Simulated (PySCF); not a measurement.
Excited states of Si²⁺ (silicon, charge +2)

Ground state [Ne] 3s2, ¹S. All numbers are calculated (PySCF 2.14, no relativity, point nucleus, in aug-cc-pV(Q+d)Z (7s6p5d3f2g, 89 functions)). Vertical excitation energies in eV without spin-orbit coupling; excited terms of each kind are numbered among those the solver found. Frozen: [He] 2s2.

| term | leading excitation | EOM-EE-CCSD |
| --- | --- | --- |
| 1 3P° | 3s → p | 6.562 |
| 1 1P° | 3s → p | 10.325 |
| 1 3D | 3s → d | 17.701 |
| 1 3S | 3s → s | 18.953 |
| 1 1S | 3s → s | 19.676 |
| 1 1D | 3s → d | 20.665 |
| 2 3P° | 3s → p | 21.679 |
| 2 1P° | 3s → p | 21.837 |
| 2 3D | 3s → d | 24.979 |
| 2 1D | 3s → d | 25.366 |
| 1 1F° | 3s → f | 25.671 |
| 1 3F° | 3s → f | 26.499 |

Doubly excited terms such as np² are absent. The solver can miss terms. Rydberg members are limited by the diffuse functions of the basis.
